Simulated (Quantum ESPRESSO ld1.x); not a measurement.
ld1.x (Quantum ESPRESSO 7.5) input

```
 &input
    atom='Br',
    iswitch=1,
    rel=2,
    dft='SLA-NOC-B88-NOGC',
    config='[Ar] 3d10 4s2 4p4',
    rel_dist='energy',
    verbosity='high',
    lsmall=.true.,
    prefix='ld1',
    max_out_wfc=37,
    file_charge='ld1.rho',
 /
```

Command: `OMP_NUM_THREADS=1 ld1.x < ld1.in > ld1.out`

Output (excerpt):

```
     Program LD1 v.7.5 starts

     --------------------------- All-electron run ----------------------------

     dirac relativistic calculation

     atomic number is 35.00
     dft =SLA-NOC-B88-NOGC   lsd =0 sic =0 latt =0  beta=0.20 tr2=1.0E-14
     Exchange-correlation= SLA-NOC-B88-NOGC
                           (   1   0   1   0   0   0   0)
     mesh =2021 r(mesh) =  99.94819 a.u. xmin = -8.00 dx = 0.00800
     1 Ry =  13.60569312 eV, c = 137.03599908

     n l j   nl                  e(Ry)          e(Ha)          e(eV)
     Spin orbit split results
     1 0 0.5 1S 1( 2.00)    -979.496023085    -489.748011542 -13326.7223053
     2 0 0.5 2S 1( 2.00)    -128.075265130     -64.037632565  -1742.5527540
     2 1 0.5 2P 1( 2.00)    -115.427088090     -57.713544045  -1570.4655386
     2 1 1.5 2P 1( 4.00)    -111.932819952     -55.966409976  -1522.9235987
     3 0 0.5 3S 1( 2.00)     -18.198261850      -9.099130925   -247.5999661
     3 1 0.5 3P 1( 2.00)     -13.802199836      -6.901099918   -187.7884954
     3 1 1.5 3P 1( 4.00)     -13.299106143      -6.649553071   -180.9435570
     3 2 1.5 3D 1( 4.00)      -5.671794190      -2.835897095    -77.1686912
     3 2 2.5 3D 1( 6.00)      -5.591918147      -2.795959074    -76.0819223
     4 0 0.5 4S 1( 2.00)      -2.152399480      -1.076199740    -29.2848868
     4 1 0.5 4P 1( 2.00)      -1.234551768      -0.617275884    -16.7969325
     4 1 1.5 4P 1( 2.00)      -1.192895806      -0.596447903    -16.2301743
     Averaged results
     1 0     1S 1( 2.00)    -979.496023085    -489.748011542 -13326.7223053
     2 0     2S 1( 2.00)    -128.075265130     -64.037632565  -1742.5527540
     2 1     2P 1( 6.00)    -113.097575998     -56.548787999  -1538.7709120
     3 0     3S 1( 2.00)     -18.198261850      -9.099130925   -247.5999661
     3 1     3P 1( 6.00)     -13.466804040      -6.733402020   -183.2252031
     3 2     3D 1(10.00)      -5.623868565      -2.811934282    -76.5166299
     4 0     4S 1( 2.00)      -2.152399480      -1.076199740    -29.2848868
     4 1     4P 1( 4.00)      -1.206781126      -0.603390563    -16.4190937

     final scf error:  1.3E-16 reached in  28 iterations

     Etot =   -5209.846934 Ry,   -2604.923467 Ha,  -70883.578603 eV

     Ekin =    5345.542506 Ry,    2672.771253 Ha,   72729.810918 eV
     Encl =  -12562.160366 Ry,   -6281.080183 Ha, -170916.898899 eV
     Eh   =    2188.040843 Ry,    1094.020421 Ha,   29769.812249 eV
     Exc  =    -181.269918 Ry,     -90.634959 Ha,   -2466.302871 eV

     normalization and overlap integrals

     s(1S/1S) =  1.000000  <r> =   0.0427  <r2> =    0.0025  r(max) =   0.0279
     LC norm =  0.98389188 + SC norm =  0.01610812 =  1.00000000
     s(2S/2S) =  1.000000  <r> =   0.1893  <r2> =    0.0423  r(max) =   0.1596
     LC norm =  0.99681783 + SC norm =  0.00318217 =  1.00000000
     s(2P/2P) =  1.000000  <r> =   0.1627  <r2> =    0.0325  r(max) =   0.1255
     LC norm =  0.99682288 + SC norm =  0.00317712 =  1.00000000
     s(2P/2P) =  1.000000  <r> =   0.1666  <r2> =    0.0340  r(max) =   0.1286
     LC norm =  0.99689763 + SC norm =  0.00310237 =  1.00000000
     s(3S/3S) =  1.000000  <r> =   0.5514  <r2> =    0.3500  r(max) =   0.4851
     LC norm =  0.99923362 + SC norm =  0.00076638 =  1.00000000
     s(3P/3P) =  1.000000  <r> =   0.5571  <r2> =    0.3639  r(max) =   0.4736
     LC norm =  0.99928501 + SC norm =  0.00071499 =  1.00000000
     s(3P/3P) =  1.000000  <r> =   0.5676  <r2> =    0.3776  r(max) =   0.4851
     LC norm =  0.99930530 + SC norm =  0.00069470 =  1.00000000
     s(3D/3D) =  1.000000  <r> =   0.5880  <r2> =    0.4290  r(max) =   0.4303
     LC norm =  0.99942631 + SC norm =  0.00057369 =  1.00000000
     s(3D/3D) =  1.000000  <r> =   0.5921  <r2> =    0.4350  r(max) =   0.4303
     LC norm =  0.99943213 + SC norm =  0.00056787 =  1.00000000
     s(4S/4S) =  1.000000  <r> =   1.6364  <r2> =    3.0602  r(max) =   1.4059
     LC norm =  0.99988117 + SC norm =  0.00011883 =  1.00000000
     s(4P/4P) =  1.000000  <r> =   1.9519  <r2> =    4.4260  r(max) =   1.6107
     LC norm =  0.99991544 + SC norm =  0.00008456 =  1.00000000
     s(4P/4P) =  1.000000  <r> =   1.9908  <r2> =    4.6047  r(max) =   1.6367
     LC norm =  0.99991841 + SC norm =  0.00008159 =  1.00000000

     LC charge = 33.93064219 + SC charge =  0.06935781 = 34.00000000

     ------------------------ End of All-electron run ------------------------
```

Run on one thread of a shared host, so times are rough (Intel(R) Xeon(R) Processor @ 2.60GHz): 0.66 s of CPU time, 1.3 s wall, 28 iterations on 2021 mesh points.
